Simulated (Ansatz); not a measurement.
Two isomers of C2H7NOSi: A = `N[Si]1(O)CC1`, B = `C/C(O)=N\[SiH3]`.

Program: Ansatz. Geometries: PBE0-D4/def2-TZVP. ΔE: electronic, gas phase. CBS: MP2 limit from def2 TZ/QZ plus the TZ coupled-cluster correction, frozen cores. DFT in def2-TZVPP. B3LYP here is the variant with VWN-RPA as its local correlation; programs differ in this. One conformer a species, not always the lowest.

Problem. Which isomer does CCSD(T)/CBS put lower? Give the gap. (Best estimate.)

Solution. The calculation gave: A, by 99.8 kJ/mol.

Problem. Give E(B) − E(A) in kJ/mol with HF/def2-TZVPP, CCSD/def2-TZVPP, B2PLYP, r2SCAN-D4, ωB97M-V, B3LYP-D4, PBE0-D4. (An estimate is asked.)

Solution. Ansatz gave: HF/def2-TZVPP 62.2, CCSD/def2-TZVPP 93.4, B2PLYP 84.7, r2SCAN-D4 90.8, ωB97M-V 96.7, B3LYP-D4 76.6, PBE0-D4 93.0. None reverses the order clearly.

Largest T1 diagnostic: 0.013.

From PBE to PBE0 (25 % exact exchange), in def2-TZVPP and without D4, E(B) − E(A) moves by +11.2 kJ/mol. In def2-TZVPP, CCSD(T) changes the Hartree–Fock value by +29.0 kJ/mol (the triples alone add −2.2 kJ/mol) and MP2 by +43.1 kJ/mol.
